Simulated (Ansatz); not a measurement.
HCl3Si, charge -1, doublet, at a GFN2-xTB geometry (a state made from the parent by changing its charge; the spin is typed, not shown lowest) (a gas-phase anion, which may not be bound at this level). Base run: Ansatz (a quantum-chemistry and plane-wave program) with R2SCAN/def2-SV(P).

Ansatz was given this input:
Ansatz 0.2 input:
```yaml
crystal:
  periodic: [false, false, false]
  atoms:
    - {symbol: Si, position_ang: [0.24470920, 0.27168732, 0.12676686]}
    - {symbol: Cl, position_ang: [-1.09335905, -1.23658447, -0.34820121]}
    - {symbol: Cl, position_ang: [-1.27515476, 1.96775416, 0.22818236]}
    - {symbol: Cl, position_ang: [2.14529555, -0.97049972, -0.07733403]}
    - {symbol: H, position_ang: [0.36878146, 0.26498816, 1.58026276]}
basis:
  gaussian:
    orbitals: def2-SV_P_.json
hamiltonian:
  xc: r2scan
total_charge: -1
magnetization: {spin_polarized: true, initial_magnetization: 1}
```
The basis file holds def2-SV(P) in the JSON format of the Basis Set Exchange.

Variants of this job, named by their change:

```tsv
change	basis functions	E (Eh)	core-seconds (rough)
base	74	-1670.21408	3
basis = pcseg-0	54	-1668.72966	2
basis = pc-1	77	-1670.74321	3
basis = def2-SVP	77	-1670.21625	3
basis = 6-31+G*	94	-1670.68829	5
basis = cc-pV(D+d)Z	97	-1670.76567	4
basis = 6-311++G**	131	-1670.78962	5
basis = 6-311+G(2d,p)	146	-1670.79940	6
basis = cc-pV(T+d)Z	170	-1670.82914	7
basis = def2-TZVPP	182	-1670.80330	7
basis = def2-TZVPD	190	-1670.80819	9
basis = cc-pVQZ	266	-1670.84423	10
basis = def2-QZVP	310	-1670.85725	20
```

Totals compare only among sets that treat the same electrons; sets with core potentials leave the core out.

A gas-phase anion may not be bound at this level; its values then depend on the basis.
